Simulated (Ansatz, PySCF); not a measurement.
Caution: the highest occupied level lies above zero, a sign of self-interaction error and of too few diffuse functions. Another site gives an ion 0.71 eV lower (`C[NH-]`) at the level frozen-core CCSD(T)/aug-cc-pVTZ // r2SCAN-D4/def2-TZVPD (Ansatz, a first-principles code).

```xyz
6

C      0.6696     0.0161    -0.3998
N     -0.6917    -0.0160     0.3615
H      1.2286    -0.8366     0.0447
H      1.1995     0.8767     0.0647
H     -1.1896    -0.8068    -0.0447
H     -1.2164     0.7666    -0.0264
```

Charge -1, multiplicity 1.

**Question.** Give the Mulliken and meta-Löwdin atomic charges from r2SCAN-D4/def2-TZVPD (PySCF).

**Answer.** 
```
atom  Mulliken (e)  meta-Löwdin (e)
----  ------------  ---------------
C1           -0.32            -0.77
N2           -0.47            -0.58
H3           -0.24             0.00
H4           -0.24             0.00
H5            0.13             0.17
H6            0.13             0.17
```
